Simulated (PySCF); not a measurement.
Te(NH2)(GeH3) (GeH₅NTe), SMILES N[Te][GeH3].

Coordinates come from a PBE-D3(BJ)/def2-SVP optimisation. The structure was generated by enumeration, and PubChem lists no compound with its InChIKey, so it may never have been made. The def2 effective core potentials stand for the cores of Te; spin–orbit coupling is left out. Other conformers were not sampled.

The numbers are results of PBE/def2-TZVPD run with PySCF, not measurements.

Isolated molecule, no solvent.

```
Property                                                                                                        Result
---------------------------------------------------------------------------------------------  -----------------------
total energy                                                                                       -2402.41977 hartree
point group                                                                                                         Cs
highest occupied level                                                                                        -5.25 eV
lowest empty level                                                                                            -2.41 eV
orbital gap                                                                                                    2.83 eV
dipole moment                                                                                                   0.85 D
quadrupole, principal values (traceless, Buckingham form, about the centre of nuclear charge)   -4.28, -3.13, 7.41 D·Å
mean static polarisability                                                                       93.0 bohr³ (13.78 Å³)
polarisability, principal values                                                               77.3, 87.9, 113.7 bohr³
```
